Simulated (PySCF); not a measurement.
# Computed properties of C2H7BiO2, SMILES [OH][Bi]([CH2]C)[OH]

Bi(Et)(OH)2 (C2H7BiO2), SMILES C[CH2][Bi]([OH])[OH]. Geometry: B3LYP-D3(BJ)/def2-SVP. The structure was generated by enumeration; whether it is a known compound was not checked. The def2 effective core potentials stand for the cores of Bi; spin–orbit coupling is left out. One conformer was computed; it need not be the lowest. All values are computed for the isolated molecule unless a solvent is named; none is compared with measurement here.

**Structure.** All 30 harmonic modes at B3LYP-D3(BJ)/def2-SVP (PySCF) are real, so it is a minimum. With heavy atoms numbered as in [Bi:1]([CH2:2][CH3:3])([OH:9])[OH:11], the shortest bond between them is C2–C3 at 1.523 Å and the longest Bi1–C2 at 2.315 Å.

**Vibrations.** The strongest infrared lines (harmonic, unscaled, degenerate partners summed) lie at 535 cm⁻¹ (79 km/mol, O 90 %, Bi 8 %), 823 cm⁻¹ (51 km/mol, H 93 %), 257 cm⁻¹ (46 km/mol, H 64 %, C 26 %). The softest mode is at 41 cm⁻¹ and the zero-point energy is 56.2 kcal/mol.

**Electronic structure.** CAM-B3LYP/def2-TZVP (PySCF) places the frontier levels at -8.39 and -0.01 eV, a gap of 8.38 eV, and gives a dipole moment of 2.93 D and a mean polarisability of 76.1 bohr³. PBE/def2-TZVP (PySCF) at the same geometry gives -5.92 and -1.65 eV, so its gap is 4.11 eV narrower. An orbital gap is neither the optical nor the fundamental gap.

**Excitations.** TDA-M06-2X/def2-SVPD (PySCF) has S1 at 5.17 eV (240 nm, f = 0.014, weak); the most intense of the 10 singlets computed lies at 6.98 eV (f = 0.67). T1 (TDA) is at 4.55 eV, 0.62 eV under S1. TDA-PBE/def2-SVPD (PySCF) puts S1 at 4.43 eV. No vertical singlet excitation falls in the visible range (under 3.1 eV).
